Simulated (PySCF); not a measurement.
The dipole of `C1[C@@H]2C(F)=C[C@](C2)(C)C=1F` from its density and from atomic charges.

Coordinates (GFN2-xTB, Å) and charges (e) from the PBE0/pcSseg-1 density (PySCF):

| atom | x | y | z | Mulliken | IAO | Hirshfeld | ESP-fitted |
| --- | --- | --- | --- | --- | --- | --- | --- |
| C1 | -1.623 | -1.374 | -0.075 | -0.0834 | -0.4268 | -0.1214 | -0.5890 |
| C2 | -0.488 | -0.384 | 0.044 | -0.7027 | +0.0174 | +0.0188 | +0.4990 |
| C3 | -0.826 | 0.987 | 0.632 | -0.0459 | -0.2516 | -0.0922 | -0.5065 |
| C4 | 0.195 | 1.771 | 0.321 | +0.3886 | +0.2907 | +0.0856 | +0.2526 |
| F5 | 0.395 | 3.053 | 0.632 | -0.2589 | -0.2521 | -0.0814 | -0.1691 |
| C6 | 1.226 | 0.966 | -0.456 | -0.2903 | -0.1410 | -0.0301 | +0.0644 |
| C7 | 1.771 | -0.057 | 0.532 | -0.1056 | -0.2456 | -0.0912 | -0.3961 |
| C8 | 0.747 | -0.845 | 0.821 | +0.4521 | +0.2833 | +0.0851 | +0.1716 |
| F9 | 0.697 | -1.875 | 1.668 | -0.2577 | -0.2515 | -0.0734 | -0.1600 |
| C10 | 0.246 | 0.072 | -1.240 | +0.0347 | -0.2278 | -0.0642 | -0.4200 |
| H11 | -2.433 | -0.949 | -0.664 | +0.1198 | +0.1482 | +0.0457 | +0.1587 |
| H12 | -1.280 | -2.285 | -0.560 | +0.1182 | +0.1480 | +0.0442 | +0.1513 |
| H13 | -2.004 | -1.630 | 0.911 | +0.1247 | +0.1507 | +0.0434 | +0.1603 |
| H14 | -1.706 | 1.201 | 1.203 | +0.0812 | +0.1643 | +0.0535 | +0.2211 |
| H15 | 1.963 | 1.542 | -1.007 | +0.0967 | +0.1537 | +0.0511 | +0.1029 |
| H16 | 2.770 | -0.064 | 0.918 | +0.0922 | +0.1661 | +0.0535 | +0.1984 |
| H17 | 0.737 | -0.745 | -1.768 | +0.1174 | +0.1370 | +0.0364 | +0.1305 |
| H18 | -0.396 | 0.624 | -1.924 | +0.1191 | +0.1372 | +0.0366 | +0.1299 |

Task: Form Σ q r in debye for every column and set it beside the full dipole.

Result: The full density gives (-0.36, -0.48, -1.42) D, 1.54 D in size; dipole vectors point from the negative to the positive end.

| scheme | μx | μy | μz | size (D) | share of the full size (%) | angle to the full dipole (°) |
| --- | --- | --- | --- | --- | --- | --- |
| Mulliken | -1.12 | -1.41 | -2.41 | 3.01 | 196 | 14 |
| IAO | -0.49 | -0.71 | -2.49 | 2.63 | 171 | 4 |
| Hirshfeld | -0.18 | -0.34 | -0.81 | 0.90 | 58 | 4 |
| ESP-fitted | -0.37 | -0.50 | -1.47 | 1.59 | 104 | 0 |

Task: Which set comes closest?

Result: Length of the difference vector: ESP-fitted 0.06 D, Hirshfeld 0.65 D, IAO 1.10 D, Mulliken 1.56 D. Closest: ESP-fitted. ESP charges are fitted to the potential around the molecule, whose slowest-falling term is the dipole's. 

Task: What is left for the Hirshfeld atoms' own dipoles?

Result: The shares of the density sum to the whole, so what Σ q r misses lies in dipoles about the nuclei. The atomic dipoles sum to (-0.36, -0.48, -1.42) − (-0.18, -0.34, -0.81) = (-0.18, -0.14, -0.61) D, 0.65 D in size.

Task: With the origin at the mean of the coordinates, (0.000, 0.000, -0.001) Å, which are the largest single terms, by size, of the Hirshfeld dipole along the direction of the full one?

Result: F5 +0.63, C1 -0.51, F9 +0.39, C7 +0.39, H16 -0.38 D; all 18 atoms together +0.89 D. The single terms depend on the origin, their sum doesn't.

Task: Give the size of the full dipole in other units.

Result: 1.54 D = 0.604 au = 0.320 e·Å = 5.12 × 10⁻³⁰ C·m.

Isolated species at its GFN2-xTB geometry, gas phase.
